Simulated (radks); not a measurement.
Q: Radial electron density D(r) = 4 pi r^2 rho(r) of an atom or ion with 47 electrons. Calculated with a radial shooting solver on a logarithmic mesh with Libxc functionals: scalar-relativistic Kohn-Sham, r2SCAN, spin-polarised, spherical densities, finite nucleus; meta-GGA in the generalised Kohn-Sham scheme; Fermi nuclear charge, rms radius of each element as measured or else 0.836 A^(1/3) + 0.57 fm.

| r (bohr) | D(r) (e/bohr) | spin D(r) |
|---|---|---|
| 0.0009833 | 1.638 | 0.000525 |
| 0.001136 | 2.107 | 0.000674 |
| 0.001301 | 2.667 | 0.000852 |
| 0.001502 | 3.414 | 0.00109 |
| 0.001721 | 4.297 | 0.00137 |
| 0.001988 | 5.463 | 0.00174 |
| 0.002278 | 6.826 | 0.00216 |
| 0.00263 | 8.602 | 0.00272 |
| 0.003014 | 10.65 | 0.00335 |
| 0.00348 | 13.26 | 0.00415 |
| 0.004019 | 16.40 | 0.00510 |
| 0.004605 | 19.88 | 0.00614 |
| 0.005318 | 24.15 | 0.00738 |
| 0.006093 | 28.72 | 0.00867 |
| 0.007037 | 34.08 | 0.0101 |
| 0.008062 | 39.53 | 0.0115 |
| 0.00931 | 45.50 | 0.0128 |
| 0.01067 | 51.08 | 0.0138 |
| 0.01232 | 56.54 | 0.0144 |
| 0.01423 | 61.12 | 0.0144 |
| 0.0163 | 64.21 | 0.0135 |
| 0.01882 | 65.85 | 0.0117 |
| 0.02157 | 65.73 | 0.00903 |
| 0.02491 | 63.99 | 0.00564 |
| 0.02853 | 61.40 | 0.00245 |
| 0.03295 | 58.63 | 0.0000901 |
| 0.03776 | 57.15 | -0.0000631 |
| 0.0436 | 57.99 | 0.00308 |
| 0.05036 | 61.94 | 0.0101 |
| 0.05769 | 68.24 | 0.0193 |
| 0.06663 | 76.06 | 0.0292 |
| 0.07633 | 82.21 | 0.0347 |
| 0.08816 | 84.81 | 0.0322 |
| 0.101 | 82.22 | 0.0204 |
| 0.1166 | 74.87 | 0.00156 |
| 0.1336 | 66.40 | -0.0133 |
| 0.1543 | 60.03 | -0.0141 |
| 0.1782 | 59.38 | 0.00682 |
| 0.2042 | 63.66 | 0.0395 |
| 0.2358 | 69.08 | 0.0660 |
| 0.2702 | 69.76 | 0.0639 |
| 0.312 | 62.48 | 0.0327 |
| 0.3575 | 49.44 | 0.00223 |
| 0.4129 | 34.50 | 0.00881 |
| 0.473 | 24.72 | 0.0640 |
| 0.5463 | 21.36 | 0.134 |
| 0.6309 | 23.07 | 0.148 |
| 0.7228 | 25.10 | 0.0747 |
| 0.8347 | 24.37 | -0.0355 |
| 0.9564 | 20.59 | -0.0632 |
| 1.104 | 14.95 | 0.0670 |
| 1.265 | 9.840 | 0.317 |
| 1.461 | 5.759 | 0.597 |
| 1.674 | 3.286 | 0.749 |
| 1.934 | 1.758 | 0.726 |
| 2.233 | 0.9061 | 0.553 |
| 2.558 | 0.4487 | 0.342 |
| 2.955 | 0.1839 | 0.160 |
| 3.385 | 0.06493 | 0.0604 |
| 3.909 | 0.01654 | 0.0160 |
| 4.479 | 0.003387 | 0.00333 |
| 5.173 | 0.0004413 | 0.000438 |

What is the nuclear charge?

A: Z = 51. The innermost maximum, from 1s, lies near gamma/Z bohr with gamma = sqrt(1 - (Z/c)^2) = 0.928, here 0.0182 bohr (found: 0.0199), and its height grows with Z. The density is that of the antimony ion Sb4+ in [Kr] 4d10 5s1; the configuration itself is not fixed sharply by these data, and Z only to a few units. D(r) has 4 maxima, at r = 0.0199, 0.0882, 0.258, 0.758 bohr, and minima at 0.0390, 0.169, 0.551 bohr, inside which lie 1.99, 11.19, 29.00 electrons.
